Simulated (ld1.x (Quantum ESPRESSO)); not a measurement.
**Varying the ultrasoft potential for silicon (Si)**

Base potential:

silicon, ultrasoft, made with ld1.x (Quantum ESPRESSO) 7.5 (LDA (PZ), scalar-relativistic). Core [Ne], reference 3s1.5 3p2.5. Waves: 3s (bound): rcut 1.40, rcutus 1.65 bohr; 3s channel at -0.3 Ry: rcut 1.40, rcutus 1.65 bohr; 3p (bound): rcut 1.80, rcutus 2.40 bohr; 3p channel at 2.5 Ry: rcut 1.80, rcutus 2.40 bohr. Local part: all-electron potential smoothed inside 1.50 bohr (lloc = -1). Core correction: Bessel-smoothed model core inside 0.95 bohr. Augmentation charge: PSQ, radius 1.40 bohr.

Cutoffs, loose and tight: the cutoffs (Ry, on a coarse ladder) from which the occupation-weighted sum of valence levels, in a spherical-Bessel basis at the reference potential, stays within 10 and 1 mRy of its value at 400 Ry. They do not see the model core or the augmentation charge, which bear on the density cutoff. Test errors are all-electron minus pseudo excitation energies from the reference, over the configurations 3s2 3p2; 3s2 3p1; 3s2 3p0; 3s2 3p2.3; 3s1 3p3; 3s1 3p2; 3s1 3p0 (two spin-polarised tests are not counted in the largest error). A dash means not determined; rows that change the core or the reference have their own tests. The largest error is taken over the tests solved by every variant that gives reliable tests at all: 3s1 3p3; 3s2 3p0; 3s2 3p1; 3s2 3p2; 3s2 3p2.3.

Cutoffs are not given where the Bessel-basis levels miss the radial ones by over 6 mRy, ghosts where they miss by over 20 mRy; a channel whose overlap is not positive is not tested.

A file whose overlap is not positive is unfit for use, and its test errors describe a broken file.

```csv
change,outcome,bound ghosts,largest test error (meV)
base,"generated, overlap not positive",not determined (overlap not positive),+6.1
"waves 3s (bound): rcut 1.10, rcutus 1.16 bohr; 3s channel at -0.3 Ry: rcut 1.10, rcutus 1.16 bohr",failed: chargeps: negative rho,–,–
"waves 3s (bound): rcut 1.24, rcutus 1.32 bohr; 3s channel at -0.3 Ry: rcut 1.24, rcutus 1.32 bohr",failed: chargeps: negative rho,–,–
"waves 3s (bound): rcut 1.40, rcutus 1.60 bohr; 3s channel at -0.3 Ry: rcut 1.40, rcutus 1.60 bohr","generated, overlap not positive",not determined (overlap not positive),+6.4
"waves 3s (bound): rcut 1.40, rcutus 1.72 bohr; 3s channel at -0.3 Ry: rcut 1.40, rcutus 1.72 bohr","generated, overlap not positive",not determined (overlap not positive),+5.9
"waves 3s (bound): rcut 1.40, rcutus 2.04 bohr; 3s channel at -0.3 Ry: rcut 1.40, rcutus 2.04 bohr","generated, overlap not positive",not determined (overlap not positive),+5.1
"waves 3s (bound): rcut 1.40, rcutus 2.16 bohr; 3s channel at -0.3 Ry: rcut 1.40, rcutus 2.16 bohr","generated, overlap not positive",not determined (overlap not positive),+5.0
"waves 3s (bound): rcut 1.40, rcutus 2.50 bohr; 3s channel at -0.3 Ry: rcut 1.40, rcutus 2.50 bohr","generated, overlap not positive",not determined (overlap not positive),+6.0
```

Reading the sweep of the s radius (base included, trends over the rows without a ghost): The generation fails at 1.16, 1.32 bohr.
